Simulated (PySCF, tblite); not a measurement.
Compound: C₆H₁₄Si.
Z-matrix (Å and degrees, GFN2-xTB geometry), rows numbered from 1:
```
C 
C   1  1.4948
C   2  1.3288  1  127.22
C   3  1.5065  2  120.61  1   179.63
C   4  1.5296  3  111.38  2   -98.62
C   3  1.4966  2  124.29  1    -0.77
Si  6  1.9080  3  111.32  2   -87.53
H   1  1.0914  2  110.14  3  -113.60
H   1  1.0898  2  109.83  3   128.23
H   1  1.0855  2  112.16  3     7.63
H   2  1.0834  1  114.19  3   179.27
H   4  1.0928  3  109.33  2   140.63
H   4  1.0919  3  109.93  2    22.13
H   5  1.0877  4  110.87  3   -58.89
H   5  1.0877  4  110.51  3  -179.08
H   5  1.0876  4  110.15  3    60.89
H   6  1.0908  3  109.34  2   152.09
H   6  1.0899  3  110.80  2    34.64
H   7  1.4622  6  109.89  3    59.36
H   7  1.4656  6  108.43  3   179.58
H   7  1.4643  6  109.67  3   -60.89
```

The calculation used PBE0/pcSseg-1 in PySCF (dipole) on a GFN2-xTB geometry, gas phase.

Take the most abundant isotopes and a rigid rotor. The values belong to one conformer with, in the numbering `[CH3:1]/[CH:2]=[C:3](/[CH2:4][CH3:5])[CH2:6][SiH3:7]`, C2–C3–C4–C5 -99°, C2–C3–C6–Si7 -88°.

(1) Give the principal moments of inertia and the rotational constants in MHz.

(2) What kind of rotor is it?

(3) What does the inertial defect say?

(4) Give the coordinates in the principal-axis frame, origin at the centre of mass.

(5) Which types of transition are allowed, and where do some lines up to J = 2 fall?

(6) Estimate the classical rotational partition function at 10 K, 25 K and 200 K.

## Answers

(1) Ia = 229.67, Ib = 331.09, Ic = 496.67 u·Å²; 505379 MHz·u·Å²/I gives A = 2200, B = 1526, C = 1018 MHz.

(2) An asymmetric top: κ = (2 × 1526 − 2200 − 1018)/(2200 − 1018) = -0.14.

(3) Not planar: Δ = Ic − Ia − Ib = -64.08 u·Å². For a rigid frame Δ = −2 Σ m c², so Σ m c² = 32.04 u·Å² lies off the ab plane: 14.92 from hydrogen and 17.12 from heavier atoms. The atom farthest from that plane is 1.64 Å away.

(4) The sense of each axis is arbitrary; atoms in the order of the calculation.
| atom | mass (u) | a (Å) | b (Å) | c (Å) |
| --- | --- | --- | --- | --- |
| C1 | 12.000 | -0.268 | 2.581 | -0.163 |
| C2 | 12.000 | 0.622 | 1.489 | 0.338 |
| C3 | 12.000 | 0.539 | 0.193 | 0.058 |
| C4 | 12.000 | 1.527 | -0.783 | 0.642 |
| C5 | 12.000 | 2.638 | -1.117 | -0.355 |
| C6 | 12.000 | -0.506 | -0.414 | -0.826 |
| Si7 | 27.977 | -2.074 | -0.864 | 0.163 |
| H8 | 1.008 | 0.293 | 3.254 | -0.814 |
| H9 | 1.008 | -0.638 | 3.170 | 0.676 |
| H10 | 1.008 | -1.121 | 2.194 | -0.712 |
| H11 | 1.008 | 1.417 | 1.829 | 0.990 |
| H12 | 1.008 | 1.006 | -1.702 | 0.921 |
| H13 | 1.008 | 1.977 | -0.362 | 1.544 |
| H14 | 1.008 | 2.225 | -1.544 | -1.266 |
| H15 | 1.008 | 3.333 | -1.834 | 0.075 |
| H16 | 1.008 | 3.187 | -0.217 | -0.620 |
| H17 | 1.008 | -0.107 | -1.318 | -1.288 |
| H18 | 1.008 | -0.768 | 0.265 | -1.637 |
| H19 | 1.008 | -2.626 | 0.335 | 0.793 |
| H20 | 1.008 | -3.055 | -1.441 | -0.760 |
| H21 | 1.008 | -1.740 | -1.845 | 1.198 |

(5) The dipole components are |μa| = 0.37 D, |μb| = 0.08 D, |μc| = 0.31 D. The squared components, which scale the intensities, stand as 1.00 : 0.05 : 0.71 (a : b : c). Some lines, for components of 0.1 D or more:

| type | branch | J(Ka,Kc) | MHz | lower level (cm⁻¹) |
| --- | --- | --- | --- | --- |
| c | Q | 2(1,2) ← 2(0,2) | 364 | 0.248 |
| a | Q | 1(1,0) ← 1(1,1) | 509 | 0.107 |
| c | Q | 1(1,1) ← 1(0,1) | 674 | 0.085 |
| a | Q | 2(1,1) ← 2(1,2) | 1527 | 0.260 |
| c | Q | 2(2,1) ← 2(1,1) | 2022 | 0.311 |
| a | R | 1(0,1) ← 0(0,0) | 2544 | 0.000 |
| c | R | 1(1,0) ← 0(0,0) | 3727 | 0.000 |
| a | R | 2(1,2) ← 1(1,1) | 4579 | 0.107 |
| a | R | 2(0,2) ← 1(0,1) | 4889 | 0.085 |
| a | R | 2(1,1) ← 1(1,0) | 5597 | 0.124 |
| c | R | 2(1,1) ← 1(0,1) | 6780 | 0.085 |
| c | R | 2(2,0) ← 1(1,0) | 7818 | 0.124 |
| c | R | 2(2,1) ← 1(1,1) | 8128 | 0.107 |

(6) Point group C1, symmetry number σ = 1; q = (√π/σ)·√((kT/h)³/(ABC)), k/h = 20836.6 MHz/K: 2880 at 10 K, 11400 at 25 K, 258000 at 200 K.

Its GFN2-xTB frequencies are all real (lowest 35 cm⁻¹). These are rigid-rotor constants of the computed structure; measured ground-state constants (B0) also hold zero-point vibration. A rigid rotor knows nothing of internal rotation, which can split or shift real lines.

On Arm Neoverse V2, one thread, shared host with 192 logical CPUs at a one-minute load of 62, this took 25 s wall and 0.87 GiB of memory at its peak. This is the PBE0/pcSseg-1 job that gave the dipole, with the shieldings it also computed.
